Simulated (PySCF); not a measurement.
# Unknown compound

Molecular formula: C$_{8}$H$_{11}$N. Simulated spectra:

¹H NMR (600 MHz, computed): δ 8.89 (d, 2H), 7.25 (d, 2H), 2.64 (sept, 1H), 1.30 (d, 6H).

¹³C{¹H} NMR (computed): δ 163.9 (C), 156.1 (CH), 126.5 (CH), 40.1 (CH), 26.7 (CH3).

Averaged over atoms made equivalent by symmetry, fast rotation or ring inversion, in vacuum, non-relativistic, one conformer. Coordinates at the GFN2-xTB level; GIAO PBE0/pcSseg-1 shieldings; PySCF 2.14.

Scale: ¹H (31.72 ppm) and ¹³C (186.93 ppm) vs TMS (reference shieldings calculated alike).

Task: Deduce the structure.

Result: 
Rings plus π bonds: 4 (1 ring in the answer). 5 carbon signals for 8 carbons: some carbons are equivalent by symmetry or fast rotation. Carbon types of the structure: 1 × C, 5 × CH, 2 × CH3, which accounts for all hydrogens. δC 163.9: substituted aromatic carbon. δC 156.1: aromatic CH next to a ring nitrogen; the adjacent pyridine-type nitrogen withdraws density from it. δC 126.5: aromatic CH; the aromatic region. δC 26.7: methyl carbon; a saturated carbon with 1 carbon neighbour and no heteroatom attached. δH 8.89: hydrogen on an aromatic CH next to a ring nitrogen; ring current plus the neighbouring ring nitrogen. δH 7.25: hydrogen on an aromatic CH; it sits in the deshielding region of the aromatic ring current. δH 2.64: hydrogen on an sp3 CH on an aromatic ring; benzylic-type position, deshielded by the ring.

The compound is 4-isopropylpyridine (CC(C)c1ccncc1).

The data come from this structure; uniqueness wasn't tested.

Shifts are as computed. Against solution values, carbons near 30 ppm lie about +3 ppm off and those near 130 ppm about +5 ppm. Of 1211 compounds with measured shifts, 218 miss one by over three times the rms of a fit or turn the order of signals round; such compounds aren't used in these exercises. Multiplicities follow the n + 1 count of equivalent neighbours, as no J values were calculated; m marks all less simple cases, F and P coupling included.
